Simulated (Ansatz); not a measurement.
Geometry optimisation, RKS PBE-D4/def2-SVP (Ansatz).

The input (input.yaml):

```yaml
crystal:
  periodic: [false, false, false]
  atoms:
    - { symbol: O, position_ang: [-0.3865, 1.6934, -1.0666] }
    - { symbol: C, position_ang: [0.4536, 1.3582, -0.2754] }
    - { symbol: "N", position_ang: [0.2781, 0.1438, 0.4378] }
    - { symbol: Sb, position_ang: [-1.3044, -1.0693, 0.2241] }
    - { symbol: H, position_ang: [1.3441, 1.9606, -0.1525] }
    - { symbol: H, position_ang: [1.0611, -0.1405, 1.1115] }
    - { symbol: H, position_ang: [-1.95759, -0.66804, 1.78861] }
    - { symbol: H, position_ang: [-2.25523, 0.12669, -0.60454] }
basis:
  gaussian: { orbitals: def2-SVP }
hamiltonian:
  xc: pbe
  dispersion: d4
relax:
  f_tol: 0.015
  max_steps: 40
output:
  orbitals: {}
```

Launched with:

```bash
$ ansatz run input.yaml --threads 1 --pin off --max-ram 2048MiB --backend cpu --events-out ev --progress --plain --runs-dir out
```

Where does it end, and by what steps?

It converged. After 17 steps the energy has fallen by 0.520 eV; H8 moved furthest, 0.89 Å.

```csv
step,energy less start (eV),largest force component (eV/Å),accepted
0,0.0000,3.638,yes
1,-0.2416,1.457,yes
2,-0.2565,1.553,yes
3,-0.3440,0.550,yes
4,-0.3340,0.544,no
5,-0.3602,0.115,yes
6,-0.3616,0.041,yes
7,-0.3625,0.111,yes
8,-0.3653,0.539,yes
9,-0.3836,0.506,yes
10,-0.4330,0.355,yes
11,-0.4559,0.488,yes
12,-0.5062,0.339,yes
13,-0.5117,0.204,yes
14,-0.5120,0.194,yes
15,-0.5178,0.133,yes
16,-0.5194,0.042,yes
17,-0.5195,0.011,yes
```

```xyz
8
Properties=species:S:1:pos:R:3
O 0.032 1.294 -1.519
C 0.592 1.234 -0.421
N 0.191 0.383 0.547
Sb -1.434 -0.817 -0.124
H 1.471 1.886 -0.158
H 0.645 0.379 1.465
H -1.635 -1.371 1.524
H -2.629 0.418 0.149
```

The run took 62 s on 1 thread of Arm Neoverse V1, on a shared host, peak memory 0.14 GiB.
